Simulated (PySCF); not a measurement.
BCl4 (charge -1).
SMILES: `Cl[B-](Cl)(Cl)Cl`

The closed-shell ground state was solved at several levels (PySCF, density fitting, gas phase, non-relativistic). Isolated species at its PBE0-D3(BJ)/def2-TZVP geometry, gas phase. No diffuse functions stand in pcSseg-2, which bears on an anion's orbital energies.

```csv
level,basis functions,HOMO (eV),LUMO (eV),gap (eV)
B97-2/pcSseg-2,208,-3.44,5.78,9.22
KT3/pcSseg-2,208,-2.40,4.66,7.06
wB97X-D/pcSseg-2,208,-5.61,7.66,13.27
```

(1) What might PBE0/pcSseg-2 (208 basis functions) give for the same quantities?

(2) Over all these levels, which gives the widest orbital gap and which the narrowest?

(3) In the pcSseg-2 basis, how does the gap go with the fixed share of exact exchange?

Results:

(1) HOMO -3.71 eV, LUMO 5.83 eV, gap 9.54 eV.

(2) wB97X-D/pcSseg-2 (range-separated hybrid) has the widest, 13.27 eV, and KT3/pcSseg-2 (GGA) the narrowest, 7.06 eV. From the narrowest to the widest the HOMO moves by -3.21 eV and the LUMO by +3.00 eV.

(3) KT3 (0 %) 7.06 eV; B97-2 (21 %) 9.22 eV; PBE0 (25 %) 9.54 eV. Each rise in the share widens the gap here.
